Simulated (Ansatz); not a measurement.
`[F][SnH2][AsH2]` + HI → `[F][SnH2][I]` + arsine at 500 K and 1 bar (cleavage of the Sn–As bond).

Calculated with Ansatz (gas phase, PBE0-D4/def2-TZVP geometries, no zero-point term in ΔE). CCSD(T)/CBS is the MP2 limit (def2-TZVPP, def2-QZVPP) plus CCSD(T) − MP2 in def2-TZVPP, frozen cores. Elements past krypton have def2 core potentials. For As, I, Sn outer-core shells are correlated without core-valence functions, which leaves a few kJ/mol of doubt a bond. Scalar relativity is left out up to krypton.

```tsv
species	CCSD(T)/CBS energy (Eh)	H − E (kJ/mol)	S (J/(mol·K))
`[F][SnH2][AsH2]`	-2551.25762	121.4	400.8
HI	-298.03592	28.6	221.6
`[F][SnH2][I]`	-612.52381	74.3	369.6
`[AsH3]`	-2236.79077	76.6	245.1
```

H − E and S are ideal-gas, rigid-rotor, harmonic terms from PBE0-D4/def2-TZVP, for one conformer and one mirror image of each species. 1 Eh = 2625.50 kJ/mol, R = 8.31446 J/(mol·K).

Q: By hand: ΔE, ΔH, ΔS and ΔG.

A: ΔE = (-612.52381) + (-2236.79077) − (-2551.25762) − (-298.03592) = -0.02104 Eh = -55.2 kJ/mol. Δ(H − E) = 74.3 + 76.6 − 121.4 − 28.6 = 0.9, so ΔH = -54.3 kJ/mol. ΔS = 369.6 + 245.1 − 400.8 − 221.6 = -7.7 J/(mol·K). ΔG = -54.3 − 500 × (-7.7)/1000 = -50.4 kJ/mol.

Q: By hand: the equilibrium constant, and the temperature at which ΔG would vanish if ΔH and ΔS stayed fixed.

A: log₁₀ K = −ΔG/(RT ln 10) = 5.3. ΔG = 0 at ΔH/ΔS = 7052 K, far beyond where these terms or the molecules hold.

The number of gas molecules stays the same, so ΔS is small and ΔH decides. A doubt of 5 kJ/mol in ΔE shifts log₁₀ K by 0.5 here. Other conformers and mirror images would add mixing entropy, several J/(mol·K) or more a flexible species. These are equilibria of isolated gas molecules and say nothing of rates. Largest T1 diagnostic: 0.013 (customary marks: 0.02 for closed shells, 0.045 for open ones).
